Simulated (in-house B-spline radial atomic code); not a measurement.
**Response and correlation of Ti V (Ti4+)**

Closed shell [Ne] 3s2 3p6. Computed with a B-spline radial code for spherical atoms: Dirac-Hartree-Fock, relativistic RPA (time-dependent Dirac-Hartree-Fock) for the response and second-order many-body perturbation theory for correlation, no-pair Dirac-Coulomb Hamiltonian, finite nucleus.

Command:
```bash
python run_mb.py task.json out
```
Settings (nuclear radius in fm, box in bohr, cutoff in hartree):
```
basis_form          2
Z                   22
core_configuration  [Ne] 3s2 3p6
rms_radius          3.5921
mass_number         48
speed_of_light      137.036
box_radius          12.418
lmax                7
intervals           64
virtual_cutoff      12100.0
```

Time taken, with all properties: 2.8 s on 1 thread of Intel(R) Xeon(R) 6975P-C, on a shared host.

| multipole (bohr³, bohr⁵, bohr⁷) | uncoupled | coupled RPA |
| --- | --- | --- |
| dipole | 1.588 | 1.482 |
| quadrupole | 1.6271 | 1.885 |
| octupole | 4.3613 | ? |

Problem. What is the coupled octupole polarisability?

Solution. 5.5195 atomic units, +27 % against the uncoupled value.

Problem. Which subshells carry the dipole polarisability?

Solution. 3p3/2 65.9 %, 3p1/2 31.8 %, 3s1/2 2.1 %.

Problem. What does the dipole shielding factor come to?

Solution. The dipole shielding factor is 0.818, against the exact N/Z = 18/22 = 0.818 of the non-relativistic theorem.

Dipole polarisability at imaginary frequency:

```csv
u (Eh),α(iu) (bohr³)
0,1.482
0.559,1.36
1.68,0.8326
3.35,0.3852
5.59,0.1839
11.2,0.0629
22.4,0.0212
55.9,0.004515
```

Problem. What dispersion coefficients follow for two such ions (the dispersion part alone)?

Solution. C6 = (3/π)∫α(iu)²du = 3.211 hartree·bohr⁶ and C8 = 24.71 hartree·bohr⁸.

Lowest J = 1 odd-parity excitations:

```json
{"energy (eV)": "33.438", "oscillator strength": "0.000247", "leading channel": "3p3/2 → d3/2", "weight": "0.573"}
{"energy (eV)": "38.285", "oscillator strength": "0.00273", "leading channel": "3p1/2 → d3/2", "weight": "0.503"}
{"energy (eV)": "48.821", "oscillator strength": "4.24", "leading channel": "3p3/2 → d5/2", "weight": "0.563"}
{"energy (eV)": "54.328", "oscillator strength": "0.0239", "leading channel": "3p3/2 → s1/2", "weight": "0.685"}
{"energy (eV)": "55.397", "oscillator strength": "0.161", "leading channel": "3p1/2 → s1/2", "weight": "0.684"}
{"energy (eV)": "70.617", "oscillator strength": "1.93e-06", "leading channel": "3p3/2 → d3/2", "weight": "0.611"}
{"energy (eV)": "71.846", "oscillator strength": "0.000972", "leading channel": "3p3/2 → d5/2", "weight": "0.555"}
{"energy (eV)": "72.534", "oscillator strength": "0.00117", "leading channel": "3p1/2 → d3/2", "weight": "0.866"}
```

Second-order correlation energy by the highest angular momentum of the excited pair (hartree): s -0.02047, p -0.1722, d -0.3991, f -0.1088, g -0.04348, h -0.01646, i -0.007594, k -0.00397.

Problem. What is the second-order correlation energy at the partial-wave limit?

Solution. The listed waves sum to -0.77208 hartree; extrapolating the increments as (l + 1/2)⁻⁴ gives -0.7802 hartree, -1.18 eV per electron.
